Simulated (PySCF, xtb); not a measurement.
C₃H₅, SMILES [C](C)=C (connectivity only; charge and spin as stated), charge +1, multiplicity 1.

Geometry optimised at PBE0-D3(BJ)/def2-TZVP. The spin state was assumed, not searched. The isomer is the one that the SMILES or the coordinates give; other isomers of the formula were not compared.

Computed with C-PCM-PBE0/def2-SVP (PySCF 2.14.0).

The values are the electrostatic part of the solvation free energy, E(continuum) − E(gas) at the gas-phase geometry, in a cavity of scaled van der Waals radii (PySCF's table); cavitation and dispersion terms are not included. In vacuum the orbital gap is 5.72 eV.

```csv
solvent,ε,ΔG(elec) (kcal/mol),gap (eV)
water,78.36,-63.4,5.81
toluene,2.37,-37.2,5.77
n-hexane,1.88,-30.1,5.76
```

For comparison, GFN2-xTB/ALPB(water) (xtb, at the GFN2-xTB geometry, all terms of that model) gives -65.0 kcal/mol.
